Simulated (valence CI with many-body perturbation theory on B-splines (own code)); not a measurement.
Values are calculated unless marked as measured or tabulated.
# Basis-set convergence for Xe21+

Method: configuration interaction combined with many-body perturbation theory (CI+MBPT): five valence electrons over a frozen Dirac-Fock core [Ar] 3d10, radial functions for each j: 9 s, 9 p, 8 d, 6 f, 3 g, 1 h, with the one-electron correlation potential Σ1 (screened to all orders), the two-electron term Σ2, the three-electron term Σ3, Breit, model QED; selected single and double excitations, second order for the rest, scaled by the run's own slope (own B-spline code, finite nucleus).

No measured levels were compared; by estimate levels hold to about 250 cm⁻¹ or 0.2 % of their energy and the worst to 1 %, as in measured heavy ions of charge 2 to 7; those with d or f electrons hold less well. Among the levels kept, up to 980 cm⁻¹ of a level comes from second order outside the variational space, and about a tenth of that is noise between levels of different J, which matters for small intervals.

The reference run has the lowest level (4s^2 4p1/2^2 4p3/2) J=3/2 and an ionisation energy of 651.620 eV. Its largest variational space holds 19998 state functions.

Levels are named by their leading jj configuration (3d3/2^4 stands for four electrons in 3d with j = 3/2), which in mixed levels can hold well under half, so a name can repeat and another be missing. Letters in brackets count levels of one name in rising energy.

Changed runs:
A. basis 6 s, 6 p, 5 d, 3 f, 1 g
B. basis 5 s, 5 p, 4 d, 2 f

Excitation energies of the reference run in cm⁻¹, and shifts in cm⁻¹:

| Level | Reference | A | B |
| --- | --- | --- | --- |
| (4s^2 4p1/2 4p3/2^2) J=3/2 | 107939 | -49 | -122 |
| (4s^2 4p1/2 4p3/2^2) J=5/2 | 133021 | +61 | +288 |
| (4s^2 4p1/2 4p3/2^2) J=1/2 | 166240 | +119 | +525 |
| (4s^2 4p3/2^3) J=3/2 | 275602 | +46 | +306 |
| (4s 4p1/2^2 4p3/2^2) J=5/2 | 510216 | -125 | -352 |
| (4s 4p1/2^2 4p3/2^2) J=3/2 | 570792 | -75 | -163 |
| (4s 4p1/2^2 4p3/2^2) J=1/2 | 576388 | -27 | +19 |
| (4s 4p1/2 4p3/2^3) J=3/2 [a] | 646025 | -83 | -159 |
| (4s 4p1/2 4p3/2^3) J=5/2 | 678414 | -21 | +57 |
| (4s^2 4p1/2^2 4d3/2) J=3/2 | 695092 | +156 | +824 |
| (4s 4p1/2 4p3/2^3) J=1/2 | 719974 | +19 | +210 |
| (4s^2 4p1/2^2 4d5/2) J=5/2 | 732227 | +136 | +761 |
| Ionisation energy (eV) | 651.620 | -0.042 | -0.149 |
